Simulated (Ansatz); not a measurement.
A family of related molecules: H2E=Y. All species are isolated molecules in the gas phase. Strings in code marks are SMILES.

Quantity: vertical ionisation energy (energy after one electron is removed minus that of the parent at the parent's geometry), in eV. The restricted reference of `N=[SiH2]` is unstable towards unrestricted orbitals.

A: `[O]=[GeH2]`
B: `[GeH2]=[Se]`
C: `[O]=[SnH2]`
D: `[SiH2]=[Se]`
E: `N=[SiH2]`
F: `[S]=[GeH2]`

Put the candidates in order of vertical ionisation energy (energy after one electron is removed minus that of the parent at the parent's geometry), lowest first, for frozen-core CCSD(T)/def2-TZVPP // r2SCAN-D4/def2-TZVP (Ansatz, an electronic-structure program).

B (8.83 eV), D (9.09 eV), F (9.17 eV), C (9.40 eV), E (9.94 eV), A (10.13 eV)
